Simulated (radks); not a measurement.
Q: Fe2+, 24 electrons, occupied as [Ar] 3d6 (the NIST ground configuration). All-electron calculation, scalar-relativistic Kohn-Sham, LDA (Slater exchange, Perdew-Zunger correlation), spin-unpolarised, spherical densities, point nucleus. Program: a radial shooting solver on a logarithmic mesh with Libxc functionals. Some entries of the table are withheld. Estimate them.

orbital  occ.  eigenvalue (hartree)  <1/r> (bohr^-1)  <r^2> (bohr^2)
1s          2             -257.3200            25.93        0.004611
2s          2             -30.72863            5.546         0.08452
2p          6                   (1)            5.449             (2)
3s          2                   (3)            1.745          0.7635
3p          6              -2.88400            1.605          0.8708
3d          6              -0.95667            1.238           1.512

A: 
(1) 2p eigenvalue (hartree): -26.32390
(2) 2p <r^2> (bohr^2): 0.06834
(3) 3s eigenvalue (hartree): -4.11774
